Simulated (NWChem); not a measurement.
Molecule: HTeOI; SMILES I[Te]O

```xyz
4

Te     0.2976     1.2064     0.0022
I     -0.0147    -1.4894     0.0038
O     -1.5963     1.8006     0.0659
H     -1.9283     1.7997    -0.8426
```
Atoms are numbered in this order, from 1.

Geometry: optimised at PBE0/def2-SVP. def2 effective core potentials on Te, I; no spin-orbit coupling.

Q: List the 6 lowest vertical singlet excitations from B3LYP/def2-SVPD with def2 effective core potentials on Te, I, TDA (NWChem).

A: 
```json
[
 {"state": "S1", "energy (eV)": "2.16", "oscillator strength": "0.001", "leading excitation (squared amplitude)": "HOMO → LUMO (0.99)"},
 {"state": "S2", "energy (eV)": "2.87", "oscillator strength": "0.001", "leading excitation (squared amplitude)": "HOMO → LUMO+1 (0.99)"},
 {"state": "S3", "energy (eV)": "3.70", "oscillator strength": "0.002", "leading excitation (squared amplitude)": "HOMO−1 → LUMO (0.99)"},
 {"state": "S4", "energy (eV)": "3.99", "oscillator strength": "0.001", "leading excitation (squared amplitude)": "HOMO−2 → LUMO (0.99)"},
 {"state": "S5", "energy (eV)": "4.54", "oscillator strength": "0.000", "leading excitation (squared amplitude)": "HOMO−1 → LUMO+1 (0.79)"},
 {"state": "S6", "energy (eV)": "4.76", "oscillator strength": "0.001", "leading excitation (squared amplitude)": "HOMO−2 → LUMO+1 (0.99)"}
]
```
